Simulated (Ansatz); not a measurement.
`O[SiH2]O[Si](O)(O)O` + NH₃ → `N[Si](O)(O)O` + `O[SiH2]O`  (ligand exchange at the Si–O bond)

Computed with Ansatz on PBE0-D4/def2-TZVP structures; ΔE is electronic, products minus reactants. CBS: MP2 limit from def2 TZ/QZ plus the TZ coupled-cluster correction, frozen cores. This one scheme is used for every species. One conformer a species, not always the lowest.

```json
{"species": "`O[SiH2]O[Si](O)(O)O`", "MP2/CBS(def2) energy (Eh)": "-957.89737"}
{"species": "NH₃", "MP2/CBS(def2) energy (Eh)": "-56.48866"}
{"species": "`N[Si](O)(O)O`", "MP2/CBS(def2) energy (Eh)": "-572.47002"}
{"species": "`O[SiH2]O`", "MP2/CBS(def2) energy (Eh)": "-441.88963"}
```

Work out ΔE.

ΔE = (-572.47002) + (-441.88963) − (-957.89737) − (-56.48866) = 0.02638 Eh = +69.3 kJ/mol. CCSD(T)/CBS gives +71.2 kJ/mol.

Largest T1 diagnostic among the species: 0.012.

The D4 term adds +7.9 kJ/mol with B3LYP and +4.8 kJ/mol with PBE0; it sums over pairs of atoms, weighted by their polarisabilities, and B3LYP, whose exchange is more repulsive, gets the larger term. From PBE to PBE0 (25 % exact exchange), in def2-TZVPP and without D4, ΔE moves by +3.9 kJ/mol.

B3LYP here is the variant with VWN-RPA as its local correlation; programs differ in this.
